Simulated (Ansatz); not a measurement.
`O/C([SiH3])=C(\O)S`, charge 0, multiplicity 1.

(1) Give a relaxed structure at PBE0-D4/def2-TZVP (Ansatz 0.2.0). (Estimate.)

Answers

(1) The calculation gave: 
Z-matrix (Å, degrees):
```
Si
C 1 1.865
H 1 1.484 2 113.9
H 1 1.497 2 103.6 3 -116.9
H 1 1.483 2 112.6 3 126.1
C 2 1.341 1 123.2 3 -67.2
O 2 1.382 1 121.5 3 113.5
O 6 1.351 2 123.6 1 -176.7
S 6 1.745 2 119.7 1 8.5
H 7 0.960 2 109.6 1 4.3
H 8 0.968 6 107.1 2 2.5
H 9 1.348 6 97.4 2 -118.3
```
This is one stationary point; other conformers may exist.
